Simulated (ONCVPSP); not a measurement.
Before and after: ONCV potential for Hf

```json
{"Element": "hafnium (Hf)", "Generator": "ONCVPSP 4.0.1", "Type": "optimised norm-conserving Vanderbilt (ONCV)", "Functional": "PBE", "Relativity": "fully relativistic", "Frozen core": "[Kr] 4d10 4f14", "Valence charge": "12", "Reference configuration": "5s2 5p6 5d2 6s2", "Partial waves": "5s+6s: rc 1.95 bohr, ncon 3, nbas 7, qcut 5.5 1/bohr, 2 projectors; 5p: rc 1.75 bohr, ncon 4, nbas 7, qcut 7.9 1/bohr, 1 projector; 5d: rc 2.00 bohr, ncon 4, nbas 9, qcut 4.6 1/bohr, 2 projectors, debl 2.4 Ha", "Local potential": "polynomial inside 1.40 bohr (lpopt 1, dvloc0 0 Ha)", "Core correction": "Teter function, fcfact 4.75, rcfact 1.7"}
```

Open shells are filled in proportion to 2j + 1.

Change: functional LDA (Perdew-Zunger).

Cutoffs: the cutoffs (Ha) at which the residual kinetic energy of the hardest occupied pseudo-wave falls to 1 and 0.1 mHa per electron; they do not see the model core or the augmentation charge, which bear on the density cutoff. Errors are all-electron minus pseudo energies relative to the spin-unpolarised reference configuration.

Question: How do hardness, ghosts and transferability respond?

Answer: The potential gets neither clearly harder nor softer (20 Ha and 54 Ha → 20 Ha and 56 Ha); of the 3 tests that both files solve, the error grows in 0 and shrinks in 3 by more than 15 % and 0.3 meV (median size 6.4 → 0.8 meV); neither file shows a bound ghost.

| quantity | base | changed |
| --- | --- | --- |
| cutoff, loose | 20 Ha | 20 Ha |
| cutoff, tight | 54 Ha | 56 Ha |
| loose cutoff by channel | s 9.5 Ha, p 20 Ha, d 12 Ha | s 9.5 Ha, p 20 Ha, d 12 Ha |
| bound ghosts | none | none |
| GHOST(+) flags under 300 eV | d3/2 at 186.3 eV | none |
| tests with a reliable result | 3 of 4 | 3 of 4 |
| error for 5s2 5p6 5d2 6s1, meV [ΔE 7.98 → 8.20 eV] | -6.4 | -0.8 |
| error for 5s2 5p6 5d2 6s0, meV [ΔE 22.16 → 22.70 eV] | -47 | -6.1 |
| error for 5s2 5p6 5d2 6s1.5, meV [ΔE 3.26 → 3.35 eV] | -1.1 | -0.1 |
| s: phases at 1.98 bohr within 0.05 rad from the reference energy up to (Ha; the scan ends near 5) | 4.2 | 4.2 |
| p3/2: phases at 1.78 bohr within 0.05 rad from the reference energy up to (Ha; the scan ends near 5) | 1.4 | 1.4 |
| p1/2: phases at 1.78 bohr within 0.05 rad from the reference energy up to (Ha; the scan ends near 5) | 1.1 | 1.1 |
| d5/2: phases at 2.03 bohr within 0.05 rad from the reference energy up to (Ha; the scan ends near 5) | to the end of the scan | to the end of the scan |
| d3/2: phases at 2.03 bohr within 0.05 rad from the reference energy up to (Ha; the scan ends near 5) | to the end of the scan | to the end of the scan |
| rms error of d²Exc/dni dnj with the model core, mHa | 1.39 | 1.46 |
